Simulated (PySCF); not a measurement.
**Electron correlation in O⁺ (oxygen, charge +1)**

[He] 2s2 2p3, high-spin 4S determinant. All numbers are calculated (PySCF 2.14, the spin-free X2C one-electron Hamiltonian (Gaussian nucleus), in aug-cc-pVDZ-DK (4s3p2d, 23 functions)). Frozen: 1s2; 5 electrons correlated.

MP2 pair energies summed by pair of shells (mhartree):

```csv
pair,energy,share (%)
2s-2p,-47.73,66.1
2p-2p,-17.01,23.5
2s-2s,-7.51,10.4
```

Total MP2 correlation energy: -72.25 mhartree.

Same-spin part -20.04 and opposite-spin part -52.21 mhartree; SCS-MP2 scales them by 1/3 and 6/5 to -69.33 mhartree.

```tsv
level	correlation energy (mhartree)
CCSD	-88.22
(T)	-0.79
CCSD(T)	-89.01
```

Diagnostics: T1 = 0.0046, D1 = 0.0068, largest double amplitude 0.028.

Cost of the coupled-cluster step: 0.1 s of wall time on 1 thread of Intel(R) Xeon(R) 6975P-C (shared host), for 5 correlated electrons.

Iterations:

```
CC2 = 0
CCSD nocc = (np.int64(4), np.int64(1)), nmo = (22, 22)
frozen orbitals [[0], [0]]
max_cycle = 100
direct = 0
conv_tol = 1e-08
conv_tol_normt = 1e-06
diis_space = 8
diis_start_cycle = 0
Init t2, MP2 energy = -0.0722495878509942
Init E_corr(UCCSD) = -0.0722495878510703
cycle = 1  E_corr(UCCSD) = -0.0845065764779849  dE = -0.0122569886  norm(t1,t2) = 0.0267162
cycle = 2  E_corr(UCCSD) = -0.0871115616195332  dE = -0.00260498514  norm(t1,t2) = 0.00879101
cycle = 3  E_corr(UCCSD) = -0.0882598303748432  dE = -0.00114826876  norm(t1,t2) = 0.00355854
cycle = 4  E_corr(UCCSD) = -0.0882104011753524  dE = 4.94291995e-05  norm(t1,t2) = 0.000571405
cycle = 5  E_corr(UCCSD) = -0.0882178928196396  dE = -7.49164429e-06  norm(t1,t2) = 0.000145593
cycle = 6  E_corr(UCCSD) = -0.0882177063502251  dE = 1.86469414e-07  norm(t1,t2) = 1.30622e-05
cycle = 7  E_corr(UCCSD) = -0.0882178196231711  dE = -1.13272946e-07  norm(t1,t2) = 1.50722e-06
cycle = 8  E_corr(UCCSD) = -0.0882178342615136  dE = -1.46383425e-08  norm(t1,t2) = 3.29877e-07
cycle = 9  E_corr(UCCSD) = -0.0882178315184935  dE = 2.74302013e-09  norm(t1,t2) = 3.72969e-08
UCCSD converged
E(UCCSD) = -74.49409602550675  E_corr = -0.08821783151849348
UCCSD(T) correction = -0.000785774591893179
```
